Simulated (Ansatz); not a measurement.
Relaxation of Cl₃FGeH₃N (9 atoms, charge 0, multiplicity 1), to a largest force component of 0.03 eV/Å in at most 50 steps.

The calculation used Ansatz 0.2.0, RKS PBE-D4/def2-SVP.

```xyz
9
Properties=species:S:1:pos:R:3
Ge -0.032 -0.108 0.034
Cl -0.282 -0.412 2.199
Cl 1.974 -0.381 -0.702
Cl -1.111 1.566 -0.785
F -0.880 -1.479 -0.626
N 1.471 2.323 1.271
H 2.174 1.708 0.855
H 0.834 2.684 0.557
H 0.947 1.837 2.023
```

Q: Where does it end, and by what steps?

A: It converged. After 5 steps the energy has fallen by 0.066 eV; N6 moved furthest, 0.25 Å.

```json
{"step": "0", "energy less start (eV)": "0.0000", "largest force component (eV/Å)": "0.599", "accepted": "yes"}
{"step": "1", "energy less start (eV)": "-0.0184", "largest force component (eV/Å)": "0.282", "accepted": "yes"}
{"step": "2", "energy less start (eV)": "-0.0012", "largest force component (eV/Å)": "0.624", "accepted": "no"}
{"step": "3", "energy less start (eV)": "-0.0545", "largest force component (eV/Å)": "0.278", "accepted": "yes"}
{"step": "4", "energy less start (eV)": "-0.0595", "largest force component (eV/Å)": "0.282", "accepted": "yes"}
{"step": "5", "energy less start (eV)": "-0.0660", "largest force component (eV/Å)": "0.015", "accepted": "yes"}
```

```xyz
9
Properties=species:S:1:pos:R:3
Ge -0.146 -0.294 -0.041
Cl -0.345 -0.464 2.086
Cl 1.889 -0.461 -0.689
Cl -1.111 1.456 -0.816
F -0.988 -1.656 -0.719
N 1.593 2.521 1.367
H 2.221 1.872 0.875
H 0.878 2.800 0.683
H 1.105 1.964 2.079
```

Whether the end is a true minimum wasn't checked by a vibrational analysis.

Time of the run: 11 s on 4 threads of Arm Neoverse V2, on a shared host, peak memory 0.21 GiB.
